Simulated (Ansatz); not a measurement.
FGeH5SSi, SMILES `[F][GeH2][SiH2]S`, relaxed with RKS PBE-D4/def2-SVP in Ansatz from a rough embedded geometry. The force threshold is 0.03 eV/Å; the program also tests the step.

Charge 0, multiplicity 1.

Start:

```xyz
9

F    -2.077   -0.803   -1.005
Ge   -0.958   -0.904    0.279
Si    0.369    0.970    0.187
S     1.461    1.017   -1.577
H    -1.737   -0.936    1.635
H    -0.078   -2.189    0.150
H     1.364    0.923    1.350
H    -0.443    2.165    0.379
H     2.099   -0.243   -1.397
```

```json
{"step": "1", "energy (eV)": "-77995.6109", "largest force (eV/Å)": "1.921", "largest move (Å)": "0.000"}
{"step": "2", "energy (eV)": "-77995.8768", "largest force (eV/Å)": "0.750", "largest move (Å)": "0.195"}
{"step": "3", "energy (eV)": "-77995.9278", "largest force (eV/Å)": "0.256", "largest move (Å)": "0.079"}
{"step": "4", "energy (eV)": "-77995.9334", "largest force (eV/Å)": "0.074", "largest move (Å)": "0.021"}
{"step": "5", "energy (eV)": "-77995.9343", "largest force (eV/Å)": "0.036", "largest move (Å)": "0.026"}
{"step": "6", "energy (eV)": "-77995.9348", "largest force (eV/Å)": "0.035", "largest move (Å)": "0.012"}
{"step": "7", "energy (eV)": "-77995.9356", "largest force (eV/Å)": "0.016", "largest move (Å)": "0.062"}
```

End:

```xyz
9

F    -2.146   -0.817   -0.955
Ge   -0.964   -0.950    0.354
Si    0.445    0.990    0.236
S     1.543    1.048   -1.628
H    -1.789   -1.070    1.669
H    -0.178   -2.268    0.091
H     1.348    0.999    1.445
H    -0.387    2.239    0.234
H     2.127   -0.171   -1.446
```

It took 8 s on 4 threads of an AMD EPYC 7R43 on a shared host, with 0.18 GiB of host memory at the peak.
